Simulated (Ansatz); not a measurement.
Cost and result for the atomization energy of H$_{5}$NO$_{2}$Si$_{2}$ (10 atoms, 10 bonds).

Z-matrix (Å, degrees):
```
Si
N 1 1.727
Si 1 2.439 2 45.1
O 1 1.628 2 118.0 3 -119.8
O 1 1.670 2 88.2 3 -1.8
H 1 1.473 2 117.8 3 114.6
H 2 1.002 1 134.5 3 -174.3
H 3 1.484 1 124.1 2 94.6
H 3 1.485 1 126.7 2 -92.2
H 4 0.959 1 117.8 2 48.6
```

The species carries charge 0 and has multiplicity 1. The geometry is a stationary point of PBE0-D4/def2-TZVP. It is one conformer, not always the lowest. Program: Ansatz. All runs use 4 threads of an AMD EPYC 9R45 on a shared host. Times are those of one run each, without the atoms' runs, and a repeat can differ threefold. Electronic energies, without spin–orbit coupling; frozen cores. CCSD(T)/CBS adds CCSD(T) − MP2 in def2-TZVPP to the MP2 limit, and its time is that of the two runs behind it. T1 = 0.012.

CCSD(T)/CBS is a level of theory with its own doubt, some kJ/mol a heavy atom from the limit and from the frozen cores, so smaller differences don't rank the functionals.

```
                             level  functions  wall time  atomization (kcal/mol)  difference from CCSD(T)/CBS  per bond
            LDA (SPW92)/def2-TZVPP        247     0.65 s                  1046.1                        122.7      12.3
              revPBE-D4/def2-TZVPP        247     0.95 s                   898.9                        -24.5      -2.5
   PBE-D4/def2-TZVPP (with forces)        247      1.2 s                   923.2                         -0.2       0.0
                PBE0-D4/def2-TZVPP        247      1.4 s                   906.0                        -17.4      -1.7
r2SCAN-D4/def2-TZVPP (with forces)        247      1.9 s                   916.7                         -6.7      -0.7
                  CCSD(T)/def2-SVP        103        2 s                   831.7                        -91.7      -9.2
             r2SCANh-D4/def2-TZVPP        247      2.1 s                   909.5                        -13.9      -1.4
                 B97M-V/def2-TZVPP        247      3.4 s                   918.6                         -4.8      -0.5
                ωB97X-V/def2-TZVPP        247      3.4 s                   924.0                          0.6       0.1
  ωB97M-V/def2-TZVPP (with forces)        247      4.7 s                   922.8                         -0.6      -0.1
                    MP2/def2-QZVPP        461        9 s                   933.3                          9.9       1.0
                CCSD(T)/def2-TZVPP        247       46 s                   891.2                        -32.2      -3.2
                 CCSD(T)/CBS(def2)          –       55 s                   923.4                          0.0       0.0
```

From BLYP to BHLYP (50 % exact exchange), in def2-TZVPP and without D4, the atomization energy moves by −20.5 kcal/mol: exact exchange takes away binding that semilocal exchange gives to molecules. The D4 term adds +9.3 kcal/mol with B3LYP and +4.8 kcal/mol with PBE0; it sums over pairs of atoms, weighted by their polarisabilities, and B3LYP, whose exchange is more repulsive, gets the larger term. Leaving LDA and LC-ωPBE aside and taking each functional with its dispersion term where it has one, the values, not all of them listed here, spread over 37.1 kcal/mol, from BHLYP-D4 to ωB97X-V. LDA lies +128.6 kcal/mol from PBE without D4, its usual overbinding.

B3LYP here is the variant with VWN-RPA as its local correlation; programs differ in this.
